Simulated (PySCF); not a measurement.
CdH₃NS, SMILES [Cd]([NH2])[SH].

Coordinates come from a B3LYP-D3(BJ)/def2-TZVP optimisation. The def2 effective core potentials stand for the cores of Cd; spin–orbit coupling is left out. One conformer was computed; it need not be the lowest.

These are PySCF with TDDFT-B3LYP/def2-SVPD values and carry that method's errors.

Vertical excitations. The molecule is in vacuum. State labels are in the subgroup Cs.

Computed UV-visible absorptions:
| state | symmetry | energy (eV) | λ (nm) | f | main pairs |
|---|---|---|---|---|---|
| S1 | A" | 4.44 | 279 | 0.024 | HOMO−1→LUMO 99 % |
| S2 | A' | 4.56 | 272 | 0.079 | HOMO→LUMO 90 % |
| S3 | A" | 5.36 | 231 | 0.005 | HOMO→LUMO+1 100 % |
| S4 | A" | 5.41 | 229 | 0.003 | HOMO−1→LUMO+2 99 % |
| S5 | A' | 5.56 | 223 | 0.006 | HOMO−1→LUMO+1 76 %, HOMO−2→LUMO 21 % |
| S6 | A' | 5.62 | 221 | 0.020 | HOMO→LUMO+2 88 % |
| S7 | A" | 6.17 | 201 | 0.018 | HOMO−1→LUMO+3 92 % |
| S8 | A' | 6.53 | 190 | 0.104 | HOMO→LUMO+3 85 % |
| S9 | A' | 6.61 | 187 | 0.388 | HOMO−2→LUMO 59 %, HOMO−1→LUMO+1 13 %, HOMO→LUMO+4 12 % |
| S10 | A' | 6.89 | 180 | 0.024 | HOMO−2→LUMO+2 80 % |
| T1 | A' | 3.79 | 327 | 0 | HOMO→LUMO 97 % |
| T2 | A" | 4.12 | 301 | 0 | HOMO−1→LUMO 98 % |
| T3 | A' | 5.11 | 242 | 0 | HOMO→LUMO+2 87 % |
| T4 | A' | 5.17 | 240 | 0 | HOMO−1→LUMO+1 75 %, HOMO−2→LUMO 15 % |
Triplets are in the Tamm–Dancoff approximation, which puts them higher than full response would, so one can lie above its singlet here.
